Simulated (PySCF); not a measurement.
C₅H₁₄Si₂, singlet, at a GFN2-xTB geometry, atoms displaced at random by about 0.03 Å a coordinate; B3LYP/STO-3G, gradient in PySCF.

PySCF was given this input:
```python
from pyscf import gto, scf, dft

mol = gto.Mole()
mol.atom = '''
    Si    2.498345    0.640625    0.658110
    C     3.796419   -0.574497    0.011318
    C     0.874867    0.430052   -0.217046
    C    -0.259596    0.180062    0.373869
    Si   -1.934162   -0.108470   -0.618393
    C    -2.402205   -1.931022   -0.527226
    C    -3.230676    0.961031    0.318940
    H     2.355356    0.408300    2.099792
    H     3.068203    1.964152    0.486670
    H     3.388571   -1.612911    0.170785
    H     3.942986   -0.490775   -1.046171
    H     4.773741   -0.450039    0.463862
    H     0.943363    0.561782   -1.306058
    H    -0.312952    0.023766    1.370209
    H    -1.704185    0.347675   -1.990419
    H    -3.305839   -2.054594   -1.051442
    H    -2.497681   -2.287591    0.479919
    H    -1.585641   -2.594698   -1.015915
    H    -2.975596    2.016091    0.238643
    H    -4.217079    0.842512   -0.252225
    H    -3.343001    0.682802    1.281988
'''
mol.basis = 'sto-3g'
mol.charge = 0
mol.spin = 0
mol.verbose = 3
mol.build()

mf = dft.RKS(mol)
mf.xc = 'b3lyp'
mf.grids.level = 5
mf.kernel()
g = mf.nuc_grad_method()
g.grid_response = True
grad = g.kernel()
```

Output, abridged:

```
converged SCF energy = -768.900161011283
--------------- RKS gradients ---------------
         x                y                z
0 Si    -0.0214517600     0.0014565496    -0.0148608973
1 C     0.0316469425     0.0221319399    -0.0112654243
2 C    -0.0494743619    -0.0155100847     0.0180641828
3 C     0.0707889104     0.0119242334     0.0942829383
4 Si    -0.0301906943    -0.0200943146    -0.0388598454
5 C    -0.0680683706     0.0063423975     0.0218249889
6 C     0.0130612969    -0.0041304865     0.1285080502
7 H     0.0021395984    -0.0019799878     0.0102619253
8 H     0.0055852133    -0.0009040710     0.0009629919
9 H    -0.0166989416    -0.0167282623    -0.0016173093
10 H    -0.0009205862    -0.0056561070     0.0231866604
11 H    -0.0059516002     0.0026816828    -0.0105861162
12 H     0.0059885805     0.0010036152     0.0017101311
13 H     0.0028206022     0.0100795689    -0.0887407093
14 H     0.0056406278     0.0038963183    -0.0069175252
15 H     0.0348404635     0.0130538201     0.0179582652
16 H     0.0060435971     0.0032638009    -0.0192832205
17 H     0.0312023778    -0.0249316878    -0.0139083941
18 H    -0.0036865200    -0.0058615252    -0.0044047613
19 H    -0.0238326413    -0.0034108440    -0.0236244064
20 H     0.0105172658     0.0233734442    -0.0826915247
----------------------------------------------
```
